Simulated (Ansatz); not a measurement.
`[Cl][InH][I]` + `CCNC` → `CC[N](C)[InH][Cl]` + HI  (ligand exchange at the In–I bond)

Calculated with Ansatz (gas phase, PBE0-D4/def2-TZVP geometries, no zero-point term in ΔE). CCSD(T)/CBS is the MP2 limit (def2-TZVPP, def2-QZVPP) plus CCSD(T) − MP2 in def2-TZVPP, frozen cores. DFT in def2-TZVPP. B3LYP here is the variant with VWN-RPA as its local correlation; programs differ in this. Elements past krypton have def2 core potentials. For I, In outer-core shells are correlated without core-valence functions, which leaves a few kJ/mol of doubt a bond. One conformer a species, not always the lowest.

`[Cl][InH][I]`:

```xyz
4

Cl   -0.783    0.191   -2.082
In    0.066   -0.251    0.033
I     0.161    1.881    1.583
H     0.556   -1.821    0.466
```

`CCNC`:

```xyz
13

C     0.583   -1.503   -0.932
C    -0.330   -0.491   -0.273
N     0.428    0.495    0.467
C    -0.400    1.518    1.063
H     1.209   -1.997   -0.186
H     0.007   -2.262   -1.463
H     1.244   -1.020   -1.659
H    -0.996   -0.999    0.434
H    -0.986   -0.030   -1.035
H     1.114    0.920   -0.145
H     0.227    2.263    1.557
H    -1.057    2.039    0.345
H    -1.042    1.069    1.826
```

`CC[N](C)[InH][Cl]`:

Z-matrix (Å, degrees):
```
C
C 1 1.523
H 1 1.093 2 110.7
H 1 1.092 2 111.7 3 120.3
H 1 1.093 2 110.5 3 -119.9
N 2 1.446 1 114.6 3 -59.8
H 2 1.096 1 108.7 3 62.5
H 2 1.102 1 108.9 3 177.6
In 6 1.997 2 122.2 1 107.5
C 6 1.442 2 114.9 1 -70.0
Cl 9 2.340 6 109.9 2 -178.3
H 9 1.693 6 129.8 2 3.3
H 10 1.098 6 112.8 2 64.5
H 10 1.091 6 110.5 2 -175.4
H 10 1.100 6 110.8 2 -55.9
```

HI:

```xyz
2

I    -0.067    0.585   -0.549
H     0.067   -0.585    0.549
```

| level | ΔE (kJ/mol) | difference from CCSD(T)/CBS |
| --- | --- | --- |
| PBE0-D4 | 139.0 | 11.4 |
| B3LYP-D4 | 131.5 | 3.9 |
| ωB97M-V | 134.0 | 6.4 |
| B2PLYP | 134.5 | 6.9 |
| PBE | 134.9 | 7.3 |
| r2SCAN | 137.1 | 9.5 |
| HF/def2-TZVPP | 171.0 | 43.4 |
| CCSD(T)/def2-TZVPP | 121.0 | -6.6 |
| SCS-MP2/def2-QZVPP | 129.4 | 1.8 |
| CCSD/CBS(def2) | 134.0 | 6.4 |
| CCSD(T)/CBS | 127.6 | 0 |

Largest T1 diagnostic among the species: 0.015.

From PBE to PBE0 (25 % exact exchange), in def2-TZVPP and without D4, ΔE moves by +10.3 kJ/mol. The D4 term adds −10.7 kJ/mol with B3LYP and −6.1 kJ/mol with PBE0; it sums over pairs of atoms, weighted by their polarisabilities, and B3LYP, whose exchange is more repulsive, gets the larger term.
